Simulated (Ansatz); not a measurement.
A made-up structure of H₂TeSO, closed shell:

```json
{"atom": "O1", "x (Å)": "-1.4738", "y (Å)": "-0.8037", "z (Å)": "0.2226"}
{"atom": "Te2", "x (Å)": "1.0021", "y (Å)": "1.4405", "z (Å)": "0.3643"}
{"atom": "S3", "x (Å)": "-0.5811", "y (Å)": "0.4006", "z (Å)": "-1.0401"}
{"atom": "H4", "x (Å)": "-0.9690", "y (Å)": "-1.6209", "z (Å)": "0.2793"}
{"atom": "H5", "x (Å)": "2.2829", "y (Å)": "0.3641", "z (Å)": "0.1251"}
```

It is relaxed with PBE-D4/def2-SVP and then PBE0-D4/def2-TZVP (Ansatz 0.2.0). Atoms count as bonded within 1.22 times the sum of their covalent radii (H–H: 0.88 Å). The end point is not checked to be a true minimum.

Q: Does its bonding change? (Judge from chemistry; the calculation decides.)

A: By the calculation: No: no bond forms or breaks.

Where it ends: The first stage lowers the energy by 0.50 eV in 8 steps. It ends as H₂TeSO ([OH][S][TeH]):
O1  (-1.422, -0.725, 0.156)
Te2  (0.993, 1.435, 0.353)
S3  (-0.626, 0.268, -0.904)
H4  (-0.924, -1.548, 0.222)
H5  (2.240, 0.350, 0.125)
(Å)

Labels in which every atom is bracketed show which atoms are joined, not bond orders.

For scale, one of the runs: PBE0-D4/def2-TZVP relaxation, 130 basis functions, launched by `ansatz run in.yaml --threads 2 --pin off --events-out ev --progress --plain --max-ram 4352MiB`. Hardware: 2 CPU threads of an Intel Xeon Platinum 8259CL, shared host. Wall time about 28 s.
